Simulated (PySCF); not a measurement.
**The electron affinity along group 11**

All values are computed (PySCF 2.14, energy differences of UHF-based or UKS calculations, no spin-orbit coupling). Values in eV. The last column holds reference values (measured affinities from photodetachment; the arrow runs from anion to atom). Unmarked ones compare directly (S terms, centres of terms, or small fine structure); those marked * lie between the lowest fine-structure levels and include a spin-orbit shift.

```csv
element,configurations,UHF,SCS-MP2 (valence),CCSD (valence),LDA,MP2 (valence and next inner shell),SCS-MP2 (valence and next inner shell),reference
"Cu (x2c-TZVPPall with one added diffuse shell each of s, p, d, f type, spin-free X2C)",[Ar] 3d10 4s2 → [Ar] 3d10 4s1,0.014,0.925,1.024,1.599,0.907,0.942,1.236
"Ag (x2c-TZVPPall with one added diffuse shell each of s, p, d, f type, spin-free X2C)",[Kr] 4d10 5s2 → [Kr] 4d10 5s1,0.091,1.072,1.093,1.604,1.099,1.101,1.304
"Au (x2c-TZVPPall with one added diffuse shell each of s, p, d, f type, spin-free X2C)",[Xe] 4f14 5d10 6s2 → [Xe] 4f14 5d10 6s1,0.632,2.101,2.006,2.613,2.240,2.165,2.309
```

Which of these methods has the smallest mean absolute error against the measured values here?

MP2 (valence and next inner shell), with 0.201 eV.

```
                                method  elements  mean error (eV)  mean absolute error (eV)  largest error (eV)
                                   UHF         3           -1.371                     1.371              -1.676
                     SCS-MP2 (valence)         3           -0.250                     0.250              -0.310
                        CCSD (valence)         3           -0.242                     0.242              -0.303
                                   LDA         3            0.323                     0.323               0.363
    MP2 (valence and next inner shell)         3           -0.201                     0.201              -0.329
SCS-MP2 (valence and next inner shell)         3           -0.214                     0.214              -0.294
```

The highest occupied level of the anion is positive for Cu⁻ at LDA; Ag⁻ at LDA; Au⁻ at LDA, so there the basis helps to hold the electron.

Errors include the incompleteness of the basis and the frozen core.

"Valence" correlates the outer s and p shells and, in groups 3 to 12 and the f block, the outer d or f shell, open or full, or the next shell where the ion has no valence electron left; the wider scheme adds the next inner shell.
